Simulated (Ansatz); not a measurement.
Relaxation of the cluster Cu₃Sn₂⁺ with RKS PBE-D4/def2-SVP.

```sh
$ ansatz run in.yaml --threads 4 --pin off --events-out ev --progress --plain --max-ram 4787MiB
```

```yaml
crystal:
  periodic: [false, false, false]
  atoms:
    - {symbol: Cu, position_ang: [0.798690, -0.216560, -1.484250]}
    - {symbol: Cu, position_ang: [-0.036610, -0.347940, 0.805850]}
    - {symbol: Cu, position_ang: [-1.836470, 1.029210, 1.195470]}
    - {symbol: Sn, position_ang: [1.043500, -2.400670, -0.230690]}
    - {symbol: Sn, position_ang: [0.030900, 1.935970, -0.286380]}
basis:
  gaussian: {orbitals: def2-SVP}
total_charge: 1
hamiltonian: {xc: pbe, dispersion: d4}
scf: {lower_state_search: "off"}
output: {orbitals: {seedname: orbitals}}
relax: {f_tol: 0.02, max_steps: 100}
```

Hardware: 4 threads of Arm Neoverse V1 on a shared host. Wall time 34 s.

Positions (Å) and forces (eV/Å) at steps 1, 2, 3, 4, 5, 6, 7, 8, 9, 10, 11, 13 of 13:

```xyz
5
step=1 energy=-145542.4673 eV
Cu    0.799   -0.217   -1.484    0.171   -0.082   -0.726
Cu   -0.037   -0.348    0.806    0.135   -0.506    0.639
Cu   -1.836    1.029    1.195   -0.345    0.311   -0.006
Sn    1.044   -2.401   -0.231    0.061   -0.019    0.024
Sn    0.031    1.936   -0.286   -0.022    0.296    0.069
5
step=2 energy=-145542.5376 eV
Cu    0.780   -0.233   -1.535    0.047   -0.018   -0.385
Cu   -0.042   -0.373    0.841    0.064   -0.269    0.383
Cu   -1.857    1.055    1.182   -0.176    0.199   -0.042
Sn    1.073   -2.394   -0.228    0.037    0.110   -0.007
Sn    0.047    1.944   -0.259    0.028   -0.021    0.051
5
step=3 energy=-145542.6488 eV
Cu    0.643   -0.271   -1.666   -0.079    0.022    0.005
Cu   -0.099   -0.446    0.943   -0.080    0.082    0.052
Cu   -1.908    1.129    1.109    0.093    0.005   -0.091
Sn    1.198   -2.300   -0.220    0.014    0.242   -0.028
Sn    0.167    1.888   -0.165    0.052   -0.351    0.061
5
step=4 energy=-145542.7548 eV
Cu    0.487   -0.293   -1.767   -0.098   -0.007    0.149
Cu   -0.178   -0.503    1.030   -0.079    0.166   -0.075
Cu   -1.929    1.179    1.028    0.191   -0.053   -0.121
Sn    1.316   -2.162   -0.209   -0.034    0.362   -0.040
Sn    0.305    1.778   -0.082    0.020   -0.468    0.086
5
step=5 energy=-145542.8916 eV
Cu    0.337   -0.303   -1.820   -0.106   -0.028    0.194
Cu   -0.255   -0.540    1.092   -0.047    0.100   -0.076
Cu   -1.922    1.201    0.944    0.194   -0.029   -0.150
Sn    1.405   -2.007   -0.200   -0.049    0.413   -0.055
Sn    0.434    1.649   -0.015    0.008   -0.456    0.087
5
step=6 energy=-145543.0481 eV
Cu    0.190   -0.314   -1.846   -0.110    0.005    0.259
Cu   -0.327   -0.584    1.145   -0.089    0.066   -0.034
Cu   -1.898    1.221    0.851    0.220   -0.011   -0.179
Sn    1.481   -1.836   -0.196    0.013    0.337   -0.096
Sn    0.554    1.514    0.046   -0.034   -0.397    0.050
5
step=7 energy=-145543.2081 eV
Cu    0.017   -0.318   -1.795   -0.154    0.045    0.318
Cu   -0.399   -0.634    1.169   -0.118   -0.051   -0.026
Cu   -1.849    1.237    0.725    0.250    0.003   -0.218
Sn    1.565   -1.666   -0.207    0.092    0.183   -0.085
Sn    0.666    1.381    0.108   -0.070   -0.180    0.012
5
step=8 energy=-145543.3555 eV
Cu   -0.134   -0.316   -1.670   -0.221    0.091    0.378
Cu   -0.440   -0.677    1.141   -0.070   -0.102   -0.073
Cu   -1.796    1.243    0.600    0.213   -0.028   -0.267
Sn    1.638   -1.580   -0.229    0.109    0.064   -0.051
Sn    0.732    1.329    0.158   -0.031   -0.025    0.013
5
step=9 energy=-145543.5008 eV
Cu   -0.265   -0.299   -1.532   -0.224    0.145    0.371
Cu   -0.456   -0.709    1.114   -0.013   -0.102   -0.054
Cu   -1.750    1.231    0.470    0.153   -0.068   -0.291
Sn    1.687   -1.538   -0.257    0.077    0.009   -0.035
Sn    0.783    1.316    0.205    0.007    0.017    0.008
5
step=10 energy=-145543.6183 eV
Cu   -0.382   -0.247   -1.388   -0.129    0.056    0.075
Cu   -0.446   -0.738    1.107    0.034   -0.070    0.091
Cu   -1.707    1.189    0.324   -0.024   -0.019   -0.186
Sn    1.710   -1.528   -0.282    0.013    0.033   -0.039
Sn    0.825    1.324    0.239    0.106    0.000    0.059
5
step=11 energy=-145543.6198 eV
Cu   -0.443   -0.259   -1.332    0.069    0.131    0.045
Cu   -0.447   -0.739    1.175    0.057    0.010   -0.108
Cu   -1.710    1.189    0.196    0.166   -0.038    0.092
Sn    1.726   -1.486   -0.360   -0.032   -0.077    0.105
Sn    0.873    1.295    0.321   -0.260   -0.025   -0.133
5
step=13 energy=-145543.6380 eV
Cu   -0.420   -0.222   -1.354    0.002    0.001   -0.006
Cu   -0.424   -0.744    1.151    0.001   -0.001    0.007
Cu   -1.706    1.169    0.240    0.001   -0.002   -0.001
Sn    1.702   -1.521   -0.313   -0.005    0.003    0.000
Sn    0.847    1.318    0.276    0.001    0.000    0.000
```

In the def2 sets Sn takes a core potential; there is no spin–orbit coupling. The relaxation made no stability test and no search for a lower SCF solution. No other spin state of charge 1 was run. The structure comes from a short search, and lower isomers may exist.
